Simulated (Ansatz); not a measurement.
Isomers of Cl2F2H2Si2, relaxed with PBE0-D4/def2-TZVP in Ansatz; electronic energies, one conformer each and not always the lowest. Functionals use def2-TZVPP; CBS adds triple-zeta CCSD(T) − MP2 to the MP2 limit of def2-TZVPP and def2-QZVPP.

Problem. Order them by energy at frozen-core CCSD(T)/CBS, lowest first. (Best estimate.)
A. `F[Si@H](Cl)[Si@@H](F)Cl`
B. `F[Si](F)(Cl)[SiH2]Cl`
C. `F[SiH](F)[SiH](Cl)Cl`

Solution. B (0.0 kJ/mol), C (13.0 kJ/mol), A (18.6 kJ/mol).

Problem. How do B3LYP-D4, B2PLYP, MP2/CBS(def2), B3LYP place them (kJ/mol, against `F[Si](F)(Cl)[SiH2]Cl`)? (Best estimate.)

Solution. Ansatz gave: 
| isomer | B3LYP-D4 | B2PLYP | MP2/CBS(def2) | B3LYP |
| --- | --- | --- | --- | --- |
| `F[Si@H](Cl)[Si@@H](F)Cl` | 17.6 | 16.9 | 18.0 | 15.6 |
| `F[SiH](F)[SiH](Cl)Cl` | 12.8 | 12.4 | 11.5 | 11.9 |

B3LYP here is the variant with VWN-RPA as its local correlation; programs differ in this.
